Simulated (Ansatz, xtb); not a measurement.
BrH3NOSi: 3 structures ranked

3 gas-phase structures of BrH3NOSi, found in a search over its isomers (lower ones may exist). Each was relaxed with GFN2-xTB; where two conformers were screened, the lower at r2SCAN-D4/def2-SVP is listed:

A. `[NH][Si@H](O)Br`, a doublet
B. `N[Si](O)Br`, a doublet
C. a doublet given by its coordinates

C (Å):

```tsv
atom	x (Å)	y (Å)	z (Å)
Br	0.4816	-2.1333	0.5532
N	-1.2284	-0.1697	-1.2716
O	1.5248	0.6662	-0.8671
Si	0.4680	0.0917	0.0500
H	-0.8315	-0.5670	-2.1185
H	-1.9375	-0.7988	-0.9071
H	-1.6438	0.7270	-1.4988
```

Close contacts (Å): Br1–Si4 2.28, N2–Si4 2.17, O3–Si4 1.51, N2–H5 1.02, N2–H6 1.02, N2–H7 1.01.

Problem. Make a reasoned guess at their ranking by r2SCAN-D4/def2-SVP single-point energy.

Solution. Calculated order at r2SCAN-D4/def2-SVP: B (0.000), C (0.973), A (1.205) eV.

Energies above the lowest of each column, in eV; the last columns are at B3LYP-D3(BJ)/def2-SVP geometries and were run for some of them only (a dash: not run or not comparable):

| structure | GFN2-xTB | HF/STO-3G | r2SCAN-D4/def2-SVP | B3LYP-D3(BJ)/def2-SVP | CCSD(T)/def2-SVP + ΔMP2/def2-TZVPP |
| --- | --- | --- | --- | --- | --- |
| B | 0.000 | 0.000 | 0.000 | 0.000 | 0.000 |
| C | 0.509 | 1.639 | 0.973 | 0.932 | 1.020 |
| A | 0.639 | 0.867 | 1.205 | – | – |

Every level run on B puts it lowest or level with the lowest. Some further structures that were screened fall inside this span and aren't listed. Flexible structures stand in one conformer each, not always the lowest. Frequencies (B3LYP-D3(BJ)/def2-SVP) were run for B, C alone. Open shells are spin-unrestricted. ΔMP2 is the change of the MP2 energy from the smaller to the larger basis.

Programs: Ansatz 0.2.0, xtb 6.7.1.
